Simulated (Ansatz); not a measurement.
Geometry optimisation, RKS B3LYP/def2-SVP (Ansatz).

Input file:

```yaml
crystal:
  periodic: [false, false, false]
  atoms:
    - { symbol: C, position_ang: [-1.2869, 1.151, 1.4327] }
    - { symbol: Ge, position_ang: [0.3293, 1.5297, 0.4813] }
    - { symbol: Si, position_ang: [0.7419, -0.2499, -0.9329] }
    - { symbol: C, position_ang: [0.9665, -1.8017, 0.094] }
    - { symbol: "N", position_ang: [-0.5472, -0.4169, -2.1295] }
    - { symbol: H, position_ang: [-2.1568, 1.0992, 0.6823] }
    - { symbol: H, position_ang: [-1.2151, 0.2661, 2.0191] }
    - { symbol: H, position_ang: [-1.5188, 2.0638, 2.0904] }
    - { symbol: H, position_ang: [0.2091, 2.8477, -0.3125] }
    - { symbol: H, position_ang: [1.486, 1.6805, 1.5333] }
    - { symbol: H, position_ang: [2.0358, -0.0233, -1.6002] }
    - { symbol: H, position_ang: [1.7288, -1.6999, 0.8574] }
    - { symbol: H, position_ang: [-0.1172, -1.9552, 0.6101] }
    - { symbol: H, position_ang: [1.0796, -2.6611, -0.5519] }
    - { symbol: H, position_ang: [-0.3444, -1.2766, -2.6763] }
    - { symbol: H, position_ang: [-1.4135, -0.5763, -1.553] }
basis:
  gaussian: { orbitals: def2-SVP }
hamiltonian:
  xc: b3lyp
relax:
  f_tol: 0.015
  max_steps: 40
output:
  orbitals: {}
```

Run as:

```bash
$ ansatz run input.yaml --threads 2 --pin off --max-ram 3072MiB --backend cpu --events-out ev --progress --plain --runs-dir out
```

Task: Where does it end, and by what steps?

Result: The run converged. The force dipped under the threshold on the way, but the program's further checks kept it going. After 17 steps the energy has fallen by 0.619 eV; H13 moved furthest, 0.54 Å.

| step | energy less start (eV) | largest force component (eV/Å) | accepted |
| --- | --- | --- | --- |
| 0 | 0.0000 | 3.356 | yes |
| 1 | -0.4705 | 1.161 | yes |
| 2 | -0.5599 | 0.550 | yes |
| 3 | -0.5868 | 0.367 | yes |
| 4 | -0.6047 | 0.704 | yes |
| 5 | -0.6121 | 0.189 | yes |
| 6 | -0.6165 | 0.049 | yes |
| 7 | -0.6174 | 0.019 | yes |
| 8 | -0.6177 | 0.003 | yes |
| 9 | -0.6182 | 0.057 | yes |
| 10 | -0.6182 | 0.124 | no |
| 11 | -0.6185 | 0.027 | yes |
| 12 | -0.6188 | 0.044 | yes |
| 13 | -0.6191 | 0.047 | yes |
| 14 | -0.6190 | 0.054 | no |
| 15 | -0.6192 | 0.024 | yes |
| 16 | -0.6193 | 0.017 | yes |
| 17 | -0.6193 | 0.009 | yes |

```xyz
16
Properties=species:S:1:pos:R:3
C -1.477 1.378 1.389
Ge 0.326 1.473 0.569
Si 0.750 -0.380 -0.904
C 1.150 -1.943 0.095
N -0.626 -0.493 -1.975
H -2.254 1.377 0.610
H -1.583 0.466 1.995
H -1.642 2.249 2.041
H 0.435 2.814 -0.199
H 1.372 1.526 1.714
H 1.930 -0.086 -1.776
H 2.056 -1.793 0.707
H 0.325 -2.214 0.774
H 1.332 -2.801 -0.575
H -0.555 -1.037 -2.830
H -1.564 -0.559 -1.591
```

Whether the end is a true minimum wasn't checked by a vibrational analysis.

The run took 82 s on 2 threads of Intel(R) Xeon(R) Platinum 8488C (Sapphire Rapids) (shared host), peak memory 0.47 GiB.
